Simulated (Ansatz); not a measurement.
Input file for C$_{2}$H$_{9}$CuN$_{2}$, SMILES `C[N](C)[Cu-][NH3+]`:

```yaml
crystal:
  periodic: [false, false, false]
  atoms:
    - {symbol: C, position_ang: [-1.646965, 0.663444, 0.727603]}
    - {symbol: N, position_ang: [-0.262505, 0.315462, 0.632892]}
    - {symbol: C, position_ang: [0.247748, -0.109341, 1.900182]}
    - {symbol: Cu, position_ang: [0.524758, -0.140156, -0.937099]}
    - {symbol: N, position_ang: [1.400896, -0.537405, -2.615014]}
    - {symbol: H, position_ang: [-1.814134, 1.471870, 1.465526]}
    - {symbol: H, position_ang: [-2.034640, 1.021927, -0.230596]}
    - {symbol: H, position_ang: [-2.297866, -0.176230, 1.047724]}
    - {symbol: H, position_ang: [0.132874, 0.678043, 2.670163]}
    - {symbol: H, position_ang: [1.314641, -0.344546, 1.842079]}
    - {symbol: H, position_ang: [-0.260985, -1.006882, 2.308634]}
    - {symbol: H, position_ang: [0.890780, -0.133752, -3.394615]}
    - {symbol: H, position_ang: [1.460527, -1.537859, -2.774479]}
    - {symbol: H, position_ang: [2.344891, -0.164585, -2.643002]}
basis:
  gaussian: {orbitals: def2-SVP}
correlation: {method: ccsd_t, frozen_orbitals: {C: 1, Cu: 9, H: 0, "N": 1}}
```

```sh
$ ansatz run in.yaml --threads 2 --pin off --events-out ev --progress --plain --max-ram 32768MiB --backend cuda --devices 0, --max-vram 18GiB
```

The program prints (abridged):

```
Functional definition: HF
1394 factors; integrals over basis functions are off by at most 1.5e-3 eV
mean field evaluation 1: about -49746.4346 eV, gradient 5.9e1 eV
mean field evaluation 2: about -49746.7477 eV, gradient 5.9e1 eV
mean field evaluation 4: about -49753.6213 eV, gradient 7.7e0 eV
mean field evaluation 8: about -49753.8161 eV, gradient 7.5e-1 eV
mean field evaluation 16: about -49753.8208 eV, gradient 3.0e-6 eV
mean field -49753.82077301 eV, -1828.4191890571 hartree, gradient 3.0e-6 eV, S^2 0.000000; 0 other end points of the search recorded, 0 dependent functions left out
13 core orbitals not correlated: weight in the atoms' cores, before any rotation towards them, 1.000 or more for the frozen orbitals, at most 0.000 for the correlated occupied ones
reference -49753.82077301 eV, -1828.4191890571 hartree; 19, 19 occupied and 100, 100 virtual orbitals, 1394 factors
second order -26.86287147 eV of doubles, -0.00000000 eV of singles
cycle   1  -25.87625218 eV  change    9.9e-1 eV  update   1.9e-1
cycle   2  -26.80651703 eV  change   -9.3e-1 eV  update   1.1e-1
cycle   3  -27.08590972 eV  change   -2.8e-1 eV  update   4.2e-2
cycle   4  -27.12959015 eV  change   -4.4e-2 eV  update   2.1e-2
cycle   5  -27.10377068 eV  change    2.6e-2 eV  update   1.2e-2
cycle   6  -27.10003912 eV  change    3.7e-3 eV  update   4.6e-3
cycle   7  -27.09996183 eV  change    7.7e-5 eV  update   1.9e-3
cycle   8  -27.09901776 eV  change    9.4e-4 eV  update   7.4e-4
cycle   9  -27.09888251 eV  change    1.4e-4 eV  update   3.9e-4
cycle  10  -27.09952564 eV  change   -6.4e-4 eV  update   2.0e-4
cycle  11  -27.09936184 eV  change    1.6e-4 eV  update   1.1e-4
cycle  12  -27.09920962 eV  change    1.5e-4 eV  update   5.9e-5
cycle  13  -27.09926637 eV  change   -5.7e-5 eV  update   3.9e-5
cycle  14  -27.09925265 eV  change    1.4e-5 eV  update   1.6e-5
perturbative correction -0.94245822 eV, -0.0346347006 hartree
Total energy: -49781.86248388 eV, -1829.4497029242 hartree
```

Run time 8.5 s (2 threads of an AMD EPYC 7R13 on a shared host and a share of an NVIDIA H100 80 GB); peak host memory 0.78 GiB.

MP2 recovers 95.8 % of the CCSD(T) correlation energy and the triples give 3.4 %; T1 = 0.0209.
